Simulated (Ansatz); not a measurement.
Geometry optimisation, RKS PBE-D4/def2-SVP in Ansatz 0.2.0.

The input (input.yaml):

```yaml
crystal:
  periodic: [false, false, false]
  atoms:
    - { symbol: W, position_ang: [0.435033, -0.304367, -0.372022] }
    - { symbol: H, position_ang: [-0.652032, -0.436974, 2.344537] }
    - { symbol: F, position_ang: [1.922742, 0.525744, -1.17979] }
    - { symbol: H, position_ang: [0.653747, 1.025717, 0.657418] }
    - { symbol: H, position_ang: [-0.989186, 0.430795, 0.177951] }
    - { symbol: F, position_ang: [-0.724433, -1.814412, -0.232712] }
    - { symbol: F, position_ang: [-0.341654, -0.052312, -2.054825] }
    - { symbol: O, position_ang: [1.526333, -1.303167, 0.845315] }
    - { symbol: H, position_ang: [1.48823, -2.253874, 1.056007] }
    - { symbol: H, position_ang: [0.022521, -0.690048, 2.36102] }
basis:
  gaussian: { orbitals: def2-SVP }
hamiltonian:
  xc: pbe
  dispersion: d4
relax:
  f_tol: 0.03
  max_steps: 50
output:
  orbitals: {}
```

Command:

```bash
$ ansatz run input.yaml --threads 2 --pin off --max-ram 3072MiB --backend cpu --events-out ev --progress --plain --runs-dir out
```

Problem. Where does it end, and by what steps?

Solution. The run converged. After 10 steps the energy has fallen by 0.263 eV; H2 moved furthest, 0.88 Å.

```
step  energy less start (eV)  largest force component (eV/Å)  accepted
   0                  0.0000                           1.804       yes
   1                 -0.1523                           0.192       yes
   2                 -0.2148                           0.183       yes
   3                 -0.2440                           0.224       yes
   4                 -0.2514                           0.343       yes
   5                 -0.2585                           0.107       yes
   6                 -0.2609                           0.085       yes
   7                 -0.2612                           0.144       yes
   8                 -0.2620                           0.157       yes
   9                 -0.2627                           0.104       yes
  10                 -0.2634                           0.014       yes
```

```xyz
10
Properties=species:S:1:pos:R:3
W 0.522 -0.311 -0.594
H -0.953 -0.584 3.154
F 2.031 0.518 -1.387
H 0.741 1.035 0.414
H -0.885 0.310 0.116
F -0.637 -1.840 -0.532
F -0.307 0.045 -2.231
O 1.517 -1.290 0.647
H 1.504 -2.216 0.952
H -0.191 -0.541 3.064
```

Run time: 31 s on 2 threads of Arm Neoverse V1 (shared host), peak memory 0.16 GiB.
